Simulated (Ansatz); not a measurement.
Geometry optimisation of `O[BH][SnH2][OH]`.

```yaml
crystal:
  periodic: [false, false, false]
  atoms:
    - {symbol: O, position_ang: [-1.069443, 1.380268, -0.616619]}
    - {symbol: B, position_ang: [0.233454, 1.014848, -0.702745]}
    - {symbol: Sn, position_ang: [0.727485, -0.923215, 0.388435]}
    - {symbol: O, position_ang: [-0.997250, -1.525096, 1.274901]}
    - {symbol: H, position_ang: [-1.271621, 2.212404, -1.087808]}
    - {symbol: H, position_ang: [1.041092, 1.693701, -1.322363]}
    - {symbol: H, position_ang: [1.224580, -2.237085, -0.633793]}
    - {symbol: H, position_ang: [1.883997, -0.779033, 1.674943]}
    - {symbol: H, position_ang: [-1.683795, -0.883093, 1.007950]}
basis:
  gaussian: {orbitals: def2-TZVP}
hamiltonian: {xc: pbe0, dispersion: d4}
relax: {f_tol: 0.005, max_steps: 150}
```

```sh
$ ansatz run in.yaml --threads 4 --pin off --events-out ev --progress --plain --max-ram 10444MiB
```

It prints (some lines left out):

```
Functional definition: PBE0
mean field -10680.83785737 eV, -392.5135515265 hartree, gradient 3.1e-5 eV, S^2 0.000000; 0 other end points of the search recorded, 0 dependent functions left out
relax step   1: F+E_penalty+E_count = -10680.97066720 eV  Δ(F+E_penalty+E_count) = +0.000e0 eV  max|allowed force component| = 8.124e-1 eV/Å  Δτ_max = 0.0000 Å  (28 SCF iters, accepted)
mean field -10680.88101018 eV, -392.5151373628 hartree, gradient 2.6e-5 eV, S^2 0.000000; 0 other end points of the search recorded, 0 dependent functions left out
relax step   2: F+E_penalty+E_count = -10681.01493183 eV  Δ(F+E_penalty+E_count) = -4.426e-2 eV  max|allowed force component| = 2.625e-1 eV/Å  Δτ_max = 0.0518 Å  (31 SCF iters, accepted)
mean field -10680.88933981 eV, -392.5154434711 hartree, gradient 2.4e-5 eV, S^2 0.000000; 0 other end points of the search recorded, 0 dependent functions left out
relax step   3: F+E_penalty+E_count = -10681.02303465 eV  Δ(F+E_penalty+E_count) = -8.103e-3 eV  max|allowed force component| = 5.387e-2 eV/Å  Δτ_max = 0.0373 Å  (31 SCF iters, accepted)
mean field -10680.88945189 eV, -392.5154475902 hartree, gradient 2.3e-5 eV, S^2 0.000000; 0 other end points of the search recorded, 0 dependent functions left out
relax step   4: F+E_penalty+E_count = -10681.02297712 eV  Δ(F+E_penalty+E_count) = +5.752e-5 eV  max|allowed force component| = 8.528e-2 eV/Å  Δτ_max = 0.0188 Å  (31 SCF iters, rejected (line search))
mean field -10680.89052544 eV, -392.5154870425 hartree, gradient 2.3e-5 eV, S^2 0.000000; 0 other end points of the search recorded, 0 dependent functions left out
relax step   5: F+E_penalty+E_count = -10681.02410268 eV  Δ(F+E_penalty+E_count) = -1.068e-3 eV  max|allowed force component| = 1.828e-2 eV/Å  Δτ_max = 0.0091 Å  (32 SCF iters, accepted)
mean field -10680.89086317 eV, -392.5154994538 hartree, gradient 2.3e-5 eV, S^2 0.000000; 0 other end points of the search recorded, 0 dependent functions left out
relax step   6: F+E_penalty+E_count = -10681.02428322 eV  Δ(F+E_penalty+E_count) = -1.805e-4 eV  max|allowed force component| = 5.399e-3 eV/Å  Δτ_max = 0.0150 Å  (32 SCF iters, accepted)
mean field -10680.89107612 eV, -392.5155072794 hartree, gradient 2.3e-5 eV, S^2 0.000000; 0 other end points of the search recorded, 0 dependent functions left out
relax step   7: F+E_penalty+E_count = -10681.02435379 eV  Δ(F+E_penalty+E_count) = -7.056e-5 eV  max|allowed force component| = 1.184e-2 eV/Å  Δτ_max = 0.0132 Å  (32 SCF iters, accepted)
mean field -10680.89112652 eV, -392.5155091317 hartree, gradient 2.3e-5 eV, S^2 0.000000; 0 other end points of the search recorded, 0 dependent functions left out
relax step   8: F+E_penalty+E_count = -10681.02436353 eV  Δ(F+E_penalty+E_count) = -9.740e-6 eV  max|allowed force component| = 4.765e-3 eV/Å  Δτ_max = 0.0041 Å  (33 SCF iters, accepted)
mean field -10680.89112652 eV, -392.5155091317 hartree, gradient 2.3e-5 eV, S^2 0.000000; 1 other end points of the search recorded, 0 dependent functions left out
Total energy: -10681.02440192 eV, -392.5204069121 hartree
Atom 0 at    -1.052920     1.414008    -0.626221 Å, force    -0.003005     0.004765     0.001136 eV/Å
Atom 1 at     0.230533     1.012083    -0.706304 Å, force     0.004279    -0.003455     0.001311 eV/Å
Atom 2 at     0.711299    -0.913010     0.385916 Å, force    -0.001309    -0.000463    -0.001181 eV/Å
Atom 3 at    -0.957722    -1.537257     1.250682 Å, force    -0.001341     0.000417    -0.000481 eV/Å
Atom 4 at    -1.242019     2.234154    -1.094127 Å, force     0.000034    -0.003326    -0.000108 eV/Å
Atom 5 at     1.031651     1.660891    -1.325333 Å, force    -0.000384     0.001106    -0.000686 eV/Å
Atom 6 at     1.210904    -2.208538    -0.616519 Å, force     0.000802     0.000453     0.000578 eV/Å
Atom 7 at     1.844093    -0.763344     1.660890 Å, force     0.000035     0.000484    -0.000613 eV/Å
Atom 8 at    -1.687320    -0.945288     1.053916 Å, force     0.000889     0.000020     0.000043 eV/Å
Dipole moment:    -0.011473     0.782230    -0.500615 e Å
```

It took 19 s on 4 threads of an Intel Xeon Platinum 8375C on a shared host, with 0.42 GiB of host memory at the peak.
